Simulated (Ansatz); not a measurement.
Species: C$_{3}$H$_{11}$NOSi, charge 0, multiplicity 1. 
Geometry from a B3LYP-D3(BJ)/def2-TZVP (Ansatz, a quantum-chemistry and plane-wave program) optimisation:
```
N
H 1 1.0094
C 1 1.4570 2 113.35
H 3 1.0927 1 107.72 2 -173.47
H 3 1.0953 4 106.16 1 -117.38
C 3 1.5260 4 109.64 5 -118.01
H 6 1.0913 3 110.89 4 -60.07
H 6 1.0925 7 107.84 3 121.48
H 6 1.0927 7 108.38 8 116.56
Si 1 1.7092 2 118.82 3 168.46
O 10 1.6500 1 117.73 2 -77.95
C 11 1.4146 10 124.17 1 -66.46
H 12 1.0904 11 108.44 10 -162.97
H 12 1.0942 13 108.56 11 120.74
H 12 1.0962 13 108.46 14 117.76
H 10 1.4742 11 103.17 12 173.88
H 10 1.4842 16 114.44 11 116.98
```
Charge 0, spin multiplicity 1.

Wanted: atomisation energy (electronic, to ground-state atoms); the coupled-cluster value holds the core correlation from cc-pwCVTZ, in kJ/mol. Cores are frozen in the correlated levels unless marked. UHF or UKS for open shells. Spin-orbit coupling is left out. No relativistic terms. CBS(X,Y): correlation extrapolated as X^-3; Hartree-Fock from the larger set.

Level to compare with: CCSD(T)/CBS(cc-pV(T+d)Z,cc-pV(Q+d)Z) plus the core term (Ansatz), 6399.5 kJ/mol. It is a level with limits of its own, and the differences hold the functionals' basis error too.

Task: Rank these functionals by how close they come to CCSD(T)/CBS(cc-pV(T+d)Z,cc-pV(Q+d)Z), closest first: r2SCAN/def2-TZVPD (Ansatz); BLYP/def2-TZVPD (Ansatz); CAM-B3LYP/def2-TZVPD (Ansatz).

Result: CAM-B3LYP/def2-TZVPD (range-separated hybrid, 6387.0 kJ/mol, difference -12.5), r2SCAN/def2-TZVPD (meta-GGA, 6354.1 kJ/mol, difference -45.4), BLYP/def2-TZVPD (GGA, 6284.6 kJ/mol, difference -114.9)
